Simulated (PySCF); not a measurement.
Compound: [MoO3Br]- (charge -1 and singlet state).
SMILES: `[O]=[Mo-](=[O])(=[O])[Br]`

The calculation used TDDFT PBE0/def2-SVPD, vertical, gas phase, core orbitals frozen in the response, def2 core potentials past Kr in PySCF 2.14.0, density-fitted response routines. Geometry: PBE0-D3(BJ)/def2-SVP; no solvent, vibrations or thermal averaging. Spin–orbit coupling is left out. The geometry's basis has no diffuse functions, a weakness for an anion.

```json
{"state": "S1", "E (eV)": "4.80", "E (hartree)": "0.1763", "f": "0.0003", "|μ| (D)": "0.14", "main configurations (H = HOMO, L = LUMO)": "H→L/L+1 (≥67%), H-2/H-1→L/L+1 (≥12%)"}
{"state": "S2", "E (eV)": "4.80", "E (hartree)": "0.1763", "f": "0.0003", "|μ| (D)": "0.14", "main configurations (H = HOMO, L = LUMO)": "H→L/L+1 (≥66%), H-2/H-1→L/L+1 (≥13%)"}
{"state": "S3", "E (eV)": "5.09", "E (hartree)": "0.1869", "f": "0.0000", "|μ| (D)": "0.00", "main configurations (H = HOMO, L = LUMO)": "H-2/H-1→L/L+1 (≥48%), H→L+2 (16%)"}
{"state": "S4", "E (eV)": "5.12", "E (hartree)": "0.1883", "f": "0.014", "|μ| (D)": "0.84", "main configurations (H = HOMO, L = LUMO)": "H-2/H-1→L/L+1 (≥71%)"}
{"state": "S5", "E (eV)": "5.27", "E (hartree)": "0.1936", "f": "0.0040", "|μ| (D)": "0.45", "main configurations (H = HOMO, L = LUMO)": "H-2/H-1→L/L+1 (≥38%), H→L/L+1 (≥16%)"}
{"state": "S6", "E (eV)": "5.27", "E (hartree)": "0.1937", "f": "0.0034", "|μ| (D)": "0.41", "main configurations (H = HOMO, L = LUMO)": "H-2/H-1→L/L+1 (≥27%), H→L+2 (18%), H→L/L+1 (≥17%)"}
{"state": "S7", "E (eV)": "5.28", "E (hartree)": "0.1939", "f": "0.0020", "|μ| (D)": "0.32", "main configurations (H = HOMO, L = LUMO)": "H→L+2 (43%), H-2/H-1→L/L+1 (≥20%)"}
{"state": "S8", "E (eV)": "5.48", "E (hartree)": "0.2014", "f": "0.0003", "|μ| (D)": "0.12", "main configurations (H = HOMO, L = LUMO)": "H-2/H-1→L+2 (≥58%), H-5→L/L+1 (≥29%)"}
{"state": "S9", "E (eV)": "5.48", "E (hartree)": "0.2015", "f": "0.0003", "|μ| (D)": "0.13", "main configurations (H = HOMO, L = LUMO)": "H-2/H-1→L+2 (≥58%), H-5→L/L+1 (≥30%)"}
```

Triplets, Tamm–Dancoff:

```csv
state,E (eV),λ (nm),"main configurations (H = HOMO, L = LUMO)"
T1,4.47,277.5,H→L/L+1 (≥85%)
T2,4.47,277.5,H→L/L+1 (≥85%)
T3,4.50,275.2,H-2/H-1→L/L+1 (≥79%)
T4,4.51,275.0,"H-2/H-1→L/L+1 (≥55%), H-2/H-1→L+2 (≥8%)"
```

The lowest singlet level (S1/S2) lies at 4.80 eV (258 nm, ultraviolet) and is very weak. The most intense listed level is S4 at 5.12 eV (242 nm, f = 0.014), 0.33 eV above S1. S1/S2, S5/S6/S7 and S8/S9 lie within about 0.01 eV of each other in each set; the point group C3v has degenerate representations, and within a degenerate level the listed configurations can mix freely. For S1 the Löwdin share of molybdenum is at most 3% in HOMO and 55% in LUMO (ligand-to-metal charge transfer by this measure). The listed states span 0.69 eV, and the widest gap between neighbours is 0.29 eV (S2 to S3). Of the 9 states listed, 1 reaches f = 0.01 and 5 stay under 0.0005. Orbital energies (eV): HOMO-3 -4.52, HOMO-2 -4.01, HOMO-1 -4.01, HOMO -3.92, LUMO 2.87, LUMO+1 2.87, LUMO+2 2.95. No computed singlet lies in the visible range (380 to 750 nm); the lowest, at 258 nm, stands 1.53 eV above its violet end (3.26 eV). No detachment energy is given for this anion; states above it aren't bound, and a finite basis only mimics them. Orbitals of the list HOMO-3 to LUMO+2 that lie within 0.01 eV of each other are written together with a slash and their weights summed (≥ marks a lower bound); for degenerate orbitals outside that list single weights are arbitrary. Only the lowest 10 singlets were computed, as vertical energies without vibronic structure. The highest level found (5.90 eV, f 0.0000 so far) is left out, since the window may have cut off a degenerate partner.
